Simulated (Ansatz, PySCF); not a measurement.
C7H12O2 (SMILES C=C(C)C(=O)OC(C)C), singlet, at a GFN2-xTB geometry. Base run: PySCF with CCSD(T)/STO-3G.

The PySCF input:
```python
from pyscf import gto, scf, cc

mol = gto.Mole()
mol.atom = '''
    C     2.49886392    0.41496650   -0.09857295
    C     1.75635094   -0.54116509    0.44818952
    C     2.30767317   -1.66965171    1.25949003
    C     0.27403095   -0.56287619    0.29342406
    O    -0.43535927   -1.41048866    0.78168372
    O    -0.18309323    0.44933142   -0.44899844
    C    -1.60130035    0.52108135   -0.66381330
    C    -1.81606096    1.27894483   -1.96591546
    C    -2.26883926    1.21046334    0.52176712
    H     2.05916548    1.20921452   -0.67532085
    H     3.57006251    0.42803160    0.01644383
    H     3.38867609   -1.60073342    1.33850803
    H     2.03584880   -2.61958287    0.80227429
    H     1.86822066   -1.65670854    2.25547410
    H    -1.98086283   -0.50600044   -0.74763162
    H    -1.42574453    2.28935404   -1.87467858
    H    -2.87692297    1.32634783   -2.19360694
    H    -1.30062128    0.77927304   -2.78199954
    H    -2.09719264    0.63641320    1.42903669
    H    -1.85827709    2.20935727    0.65170196
    H    -3.33904245    1.28371330    0.35090193
'''
mol.basis = 'sto-3g'
mol.verbose = 3
mol.build()

mf = scf.RHF(mol)
mf.kernel()

mycc = cc.CCSD(mf)
mycc.kernel()
et = mycc.ccsd_t()
print('E(CCSD(T)) = %.10f' % (mycc.e_tot + et))
```

The same geometry, method and basis name were run in Ansatz (an electronic-structure program) and PySCF, at each program's defaults and at the settings that a row names. The base is PySCF at its defaults. Differences at the defaults can come from grids, fitting, cores and function types together.

```csv
code and settings,ΔE vs base (µEh),basis functions,E (Eh),SCF cycles,SCF-reference dipole (D)
"PySCF, defaults (exact integrals, spherical functions, all electrons correlated)",0.0,57,-417.09316,10,1.20
"Ansatz, defaults (factorised integrals, spherical functions, frozen core)",…,57,…,-,-
"PySCF, frozen core",3139,57,-417.09003,10,1.20
"Ansatz, high accuracy, frozen core",3139,57,-417.09003,-,-
```

Question: Complete the blanks.

Answer: 
- Ansatz, defaults (factorised integrals, spherical functions, frozen core), ΔE vs base (µEh): 3192
- Ansatz, defaults (factorised integrals, spherical functions, frozen core), E (Eh): -417.08997
